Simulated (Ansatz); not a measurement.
C2H7BN2Si (`N=C=CNB[SiH3]`), relaxed with RKS PBE-D4/def2-SVP in the Gaussian-basis code of Ansatz from a rough embedded geometry. The force threshold is 0.03 eV/Å; the program also tests the step.

Total charge 0; spin multiplicity 1.

Start:

```xyz
13

N     2.882   -2.478    0.796
C     1.786   -1.807    0.895
C     0.679   -1.137    1.033
N     0.187   -0.218    0.136
B    -1.065    0.572    0.264
Si   -1.645    1.859   -1.090
H     3.447   -2.270   -0.079
H     0.025   -1.355    1.959
H     0.795   -0.050   -0.789
H    -1.762    0.349    1.189
H    -1.781    1.162   -2.399
H    -2.937    2.427   -0.679
H    -0.610    2.946   -1.238
```

| step | energy (eV) | largest force (eV/Å) | largest move (Å) |
| --- | --- | --- | --- |
| 1 | -13700.8687 | 5.069 | 0.000 |
| 2 | -13701.6222 | 1.463 | 0.151 |
| 3 | -13702.0765 | 2.820 | 0.195 |
| 4 | -13702.5158 | 1.861 | 0.200 |
| 5 | -13702.6219 | 1.744 | 0.192 |
| 6 | -13702.6636 | 0.947 | 0.168 |
| 7 | -13702.7299 | 0.281 | 0.079 |
| 8 | -13702.7400 | 0.144 | 0.047 |
| 9 | -13702.7440 | 0.180 | 0.114 |
| 10 | -13702.7487 | 0.150 | 0.028 |
| 11 | -13702.7512 | 0.108 | 0.072 |
| 12 | -13702.7545 | 0.083 | 0.053 |
| 13 | -13702.7579 | 0.116 | 0.081 |
| 14 | -13702.7611 | 0.148 | 0.084 |
| 15 | -13702.7653 | 0.248 | 0.077 |
| 16 | -13702.7716 | 0.214 | 0.135 |
| 17 (rejected) | -13702.7531 | 0.490 | 0.149 |
| 18 | -13702.7809 | 0.134 | 0.074 |
| 19 | -13702.7859 | 0.123 | 0.099 |
| 20 | -13702.7896 | 0.170 | 0.132 |
| 21 | -13702.7917 | 0.134 | 0.085 |
| 22 | -13702.7935 | 0.113 | 0.051 |
| 23 | -13702.7946 | 0.043 | 0.049 |
| 24 | -13702.7949 | 0.032 | 0.032 |
| 25 | -13702.7950 | 0.031 | 0.019 |
| 26 | -13702.7950 | 0.018 | 0.010 |

End:

```xyz
13

N     3.138   -1.911    0.987
C     1.939   -1.619    0.885
C     0.680   -1.182    0.926
N     0.165   -0.128    0.143
B    -1.167    0.323    0.102
Si   -1.667    1.872   -1.089
H     3.467   -2.661    0.351
H    -0.037   -1.688    1.590
H     0.872    0.341   -0.432
H    -1.973   -0.262    0.807
H    -2.714    1.489   -2.108
H    -2.233    3.033   -0.306
H    -0.469    2.393   -1.856
```

Hardware: 4 threads of an Arm Neoverse V1 on a shared host. Wall time 39 s, peak host memory 0.17 GiB.
